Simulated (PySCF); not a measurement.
## Scandium: a sound run and one with changed settings

Sound run: Sc [Ar] 3d1 4s2, Sc⁺ [Ar] 3d1 4s1. Calculation: PySCF 2.14, in jorge-DZP-DKH (8s6p2d1f, 43 functions); scalar relativity by spin-free X2C-1e. In the sound run the correlated levels freeze [Ar]. The sound run starts from symmetry-adapted Hartree-Fock orbitals and uses a fine grid where one is needed.

Changed run: the non-relativistic Hamiltonian (point nucleus). This setting is unsound on purpose.

| species | method | sound run (hartree) | changed run (hartree) | converged |
| --- | --- | --- | --- | --- |
| Sc | UHF | -763.26357 | -759.00861 | yes |
| Sc | MN15 | -764.56905 | -760.12356 | yes |
| Sc | MP2 | -763.28812 | -759.03299 | yes |
| Sc⁺ | UHF | -763.06641 | -758.81272 | yes |
| Sc⁺ | MN15 | -764.32274 | -759.87914 | yes |
| Sc⁺ | MP2 | -763.06833 | -758.81462 | yes |

Ionisation energy of Sc:

```csv
method,sound run (eV),changed run (eV)
UHF,5.365,5.330
MN15,6.702,6.651
LDA,6.637,6.596
MP2,5.981,5.942
SCS-MP2,6.102,6.063
```

Most of the change in total energy is the relativistic energy itself. On top of that the contraction fixes the core shape for the Hamiltonian it was made with, so the changed run is not a good calculation with the other Hamiltonian either.

For comparison, NIST gives 6.561 eV between the lowest levels.
